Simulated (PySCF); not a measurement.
Species: Zn(OH)2 (singlet state).
Bonds: Zn1–O2, Zn1–O4. Hydrogens: H3 on O2; H5 on O4.

Method used: PBE0-D3(BJ)/def2-SVP geometry optimisation, gas phase in PySCF 2.14.0.

(1) What internal coordinates does the optimisation give?

Answers

(1) 
```
          bond  length (bohr)
Zn1–O2, Zn1–O4          3.341
  O2–H3, O4–H5          1.818
```

Bonds in one row agree within 0.02 bohr and their mean is given. A selection of angles:
```
    angle  degrees
O2–Zn1–O4    171.7
Zn1–O2–H3    114.9
```

O2 (oxygen bonded to Zn and H) is bent (angle 114.9°).

Point group: C2v (tolerance 0.08 Å). Not checked by PBE0-D3(BJ)/def2-SVP frequencies.


[BFH3]- (charge -1).
Bonds: B1–F2. Hydrogens: H3, H4, H5 on B1.

Level of theory: PBE0-D3(BJ)/def2-SVP geometry optimisation, gas phase in PySCF.

What internal coordinates does the optimisation give?

| bond | length (Å) |
| --- | --- |
| B1–F2 | 1.438 |
| B1–H3, B1–H4, B1–H5 | 1.265 |

Bonds in one row agree within 0.01 Å and their mean is given. A selection of angles:
| angle | degrees |
| --- | --- |
| F2–B1–H3 | 111.1 |
| H3–B1–H4 | 107.8 |

B1 (boron bonded to F and 3 H) is tetrahedral (angles from 107.8° to 111.1°).

Point group: C3v (every atom within 0.08 Å of its image). Stationary, but not proved a minimum. The geometry's basis has no diffuse functions, a weakness for an anion.

On an Arm Neoverse V1 with one thread, on a shared host, this took 2.2 s of wall time. This is the geometry optimisation.


FH2Tl.
SMILES with atom numbers: `[H][Tl:2]([H])[F:1]` (hydrogens: H3, H4 on Tl2)

The calculation used PBE0-D3(BJ)/def2-SVP geometry optimisation, gas phase, def2 core potentials past Kr in PySCF 2.14.0.

(1) Give the optimised bond lengths and angles.

Results:

(1) 
| bond | length (Å) | order |
| --- | --- | --- |
| F1–Tl2 | 2.073 | single |
| Tl2–H3, Tl2–H4 | 1.696 | single |

Bonds in one row agree within 0.01 Å and their mean is given. Orders are formal, as drawn. A selection of angles:
| angle | degrees |
| --- | --- |
| F1–Tl2–H3 | 103.1 |
| H3–Tl2–H4 | 154.0 |

Tl2 (thallium bonded to F and 2 H) has angles 154.0°, 103.1° and 102.8°, sum 360.0°, 0.00 Å off the plane of its three neighbours.

Point group: C2v (tolerance 0.08 Å). Whether it is a minimum is left open (no frequencies).
